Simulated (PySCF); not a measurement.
# Electron correlation in S⁺ (sulfur, charge +1)

[Ne] 3s1 3p3 3d1, high-spin 6D determinant (an excited configuration). Computed with PySCF 2.14 in aug-cc-pwCVDZ (6s5p3d, 36 functions), with the non-relativistic Hamiltonian (point nucleus). Frozen: [Ne]; 5 electrons correlated.

```
  level  correlation energy (mhartree)
   CCSD                         -24.52
    (T)                          -0.11
CCSD(T)                         -24.63
```

Diagnostics: T1 = 0.0026, D1 = 0.0080, largest double amplitude 0.039.

Is a single reference adequate?

Yes: T1 lies below 0.03 and no double amplitude reaches 0.07.
